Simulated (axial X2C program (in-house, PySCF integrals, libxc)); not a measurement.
## Working with the constants of YN⁺

A bond curve at the PBEsol level, 2c, was computed with an in-house all-electron X2C program for linear molecules (integrals from PySCF) (basis Y dyall-cv3z [11s12p9d6f3g], N dyall-av3z [7s7p3d2f] (cores contracted in-house)) for the state Ω = 1/2 (⟨Sz⟩ = 0.50, ⟨Lz⟩ = 0.00 at PBEsol). Its fit gives Re = 1.7864 Å, ωe = 883.4 cm⁻¹, ωexe = 2.87 cm⁻¹ and αe = 1.817e-03 cm⁻¹; the masses are 88.9058 and 14.0031 u. Two-component means X2C with spin–orbit coupling and atomic mean-field Coulomb and Gaunt terms.

**Question.** Find the reduced mass, Be and the force constant.

**Answer.** From the PBEsol values: μ = 12.0977 u. Be = 16.8576/(μ Re²) = 0.4367 cm⁻¹. k = 5.8918×10⁻⁷ μ ωe² = 5.56 mdyn/Å.

**Question.** A Morse curve ties αe to the other constants (Pekeris). How well does that hold?

**Answer.** αe(Morse) = 6Be²/ωe × (√(ωexe/Be) − 1) = 2.025e-03 cm⁻¹; the PBEsol curve gives 1.817e-03 cm⁻¹, a ratio of 1.11.

**Question.** Where do the fundamental and the first overtone lie?

**Answer.** ν(1←0) = ωe − 2ωexe = 877.7 cm⁻¹; ν(2←0) = 2ωe − 6ωexe = 1749.6 cm⁻¹.

**Question.** Estimate the centrifugal constant by the Kratzer relation.

**Answer.** D = 4Be³/ωe² = 4.27e-07 cm⁻¹.

The state is one determinant whose occupation by symmetry is held fixed; it was picked as the lowest of a PBE0 search that is not exhaustive. Density functionals use the spin component along the axis (collinear).
